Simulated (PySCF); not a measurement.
# Working out the ionisation energy of P²⁺

P²⁺ [Ne] 3s2 3p1 (2P) → P³⁺ [Ne] 3s2 (1S). Calculation: PySCF 2.14, in aug-cc-pwCVTZ (8s7p5d3f, 75 functions); the non-relativistic Hamiltonian (point nucleus). Frozen: nothing. Energies in hartree (1 hartree = 27.21139 eV):

```json
{"part": "UHF", "P²⁺ (lower)": "-339.648249", "P³⁺ (upper)": "-338.561065"}
{"part": "MP2 opposite-spin", "P²⁺ (lower)": "-0.249325", "P³⁺ (upper)": "-0.240233"}
{"part": "MP2 same-spin", "P²⁺ (lower)": "-0.086486", "P³⁺ (upper)": "-0.082799"}
```

**Question.** What does Hartree-Fock give?

**Answer.** (-338.561065) − (-339.648249) = 1.087184 hartree = 29.584 eV.

**Question.** What do MP2 and SCS-MP2 (6/5 opposite-spin, 1/3 same-spin) give?

**Answer.** The opposite-spin parts differ by 0.247 eV and the same-spin parts by 0.100 eV. MP2: 29.584 + (0.247) + (0.100) = 29.931 eV. SCS-MP2: 29.584 + 1.2 × (0.247) + (0.100)/3 = 29.914 eV.

A first-order spin-orbit estimate adds 0.041 eV to MP2 (all electrons), giving 29.972 eV against 30.203 eV (measured; NIST Atomic Spectra Database, ionization energies).

What remains against the reference includes basis incompleteness and correlation beyond second order.
